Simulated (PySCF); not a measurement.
Cl2Mg, charge -1, doublet, at a GFN2-xTB geometry (such geometries of metal compounds can be far from the true shape) (a state made from the parent by changing its charge; the spin is typed, not shown lowest); PySCF with HF/6-31G**.

PySCF was given this input:
```python
from pyscf import gto, scf

mol = gto.M(
    atom='''
Mg    0.000000    0.000000    0.000000
Cl    0.000000    0.000000    2.320224
Cl   -0.000000   -0.000000   -2.320224
''',
    basis='6-31g**',
    charge=-1,
    spin=1,
    verbose=4,
)

mf = scf.UHF(mol)
mf.kernel()
```

It wrote (shortened):

```
PySCF version 2.14.0

[INPUT] verbose = 4
[INPUT] num. atoms = 3
[INPUT] num. electrons = 47
[INPUT] charge = -1
[INPUT] spin (= nelec alpha-beta = 2S) = 1
[INPUT] symmetry False subgroup None
[INPUT] Mole.unit = angstrom
[INPUT] Symbol           X                Y                Z      unit          X                Y                Z       unit  Magmom
[INPUT]  1 Mg     0.000000000000   0.000000000000   0.000000000000 AA    0.000000000000   0.000000000000   0.000000000000 Bohr   0.0
[INPUT]  2 Cl     0.000000000000   0.000000000000   2.320224000000 AA    0.000000000000   0.000000000000   4.384587907643 Bohr   0.0
[INPUT]  3 Cl     0.000000000000   0.000000000000  -2.320224000000 AA    0.000000000000   0.000000000000  -4.384587907643 Bohr   0.0

nuclear repulsion = 126.009561591165
number of shells = 24
number of NR pGTOs = 153
number of NR cGTOs = 54
basis = 6-31g**
ecp = {}

******** <class 'pyscf.scf.uhf.UHF'> ********
method = UHF
initial guess = minao
damping factor = 0
level_shift factor = 0
DIIS = <class 'pyscf.scf.diis.CDIIS'>
diis_start_cycle = 1
diis_space = 8
diis_damp = 0
SCF conv_tol = 1e-09
SCF conv_tol_grad = None
SCF max_cycles = 50
direct_scf = True
direct_scf_tol = 1e-13
number electrons alpha = 24  beta = 23
Set gradient conv threshold to 3.16228e-05
init E= -1118.54535875309

cycle= 1 E= -1118.67353144759  delta_E= -0.128  |g|= 0.243  |ddm|= 1.29
cycle= 2 E= -1118.71594401856  delta_E= -0.0424  |g|= 0.0903  |ddm|= 0.578
cycle= 3 E= -1118.72158138187  delta_E= -0.00564  |g|= 0.0144  |ddm|= 0.157
cycle= 4 E= -1118.7221566117  delta_E= -0.000575  |g|= 0.0045  |ddm|= 0.107
cycle= 5 E= -1118.72222020272  delta_E= -6.36e-05  |g|= 0.00178  |ddm|= 0.0434
cycle= 6 E= -1118.72222815505  delta_E= -7.95e-06  |g|= 0.000566  |ddm|= 0.0144
cycle= 7 E= -1118.72222875533  delta_E= -6e-07  |g|= 0.000161  |ddm|= 0.00319
cycle= 8 E= -1118.7222288068  delta_E= -5.15e-08  |g|= 3.6e-05  |ddm|= 0.000953
cycle= 9 E= -1118.72222880987  delta_E= -3.07e-09  |g|= 8.95e-06  |ddm|= 0.000304
cycle= 10 E= -1118.72222881008  delta_E= -2.09e-10  |g|= 2.29e-06  |ddm|= 0.000109
Extra cycle  E= -1118.72222881009  delta_E= -1.09e-11  |g|= 1.16e-06  |ddm|= 1.36e-05
converged SCF energy = -1118.72222881009  <S^2> = 0.7541256  2S+1 = 2.0041214
```
